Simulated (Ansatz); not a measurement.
A geometry relaxed with Ansatz (a program for electronic structure) with B3LYP-D3(BJ)/def2-TZVP, charge 0, multiplicity 1:

```xyz
7

H      2.3536    -1.0359     0.0101
H     -0.6113     1.7341    -0.5471
C      0.0045    -0.0029     0.0003
O     -1.1265    -0.7526    -0.2446
O     -0.2061     1.3388     0.2393
H     -1.6987    -0.7153     0.5363
B      1.2846    -0.5663     0.0057
```

Write the SMILES of this molecule.

`B=C(O)O`
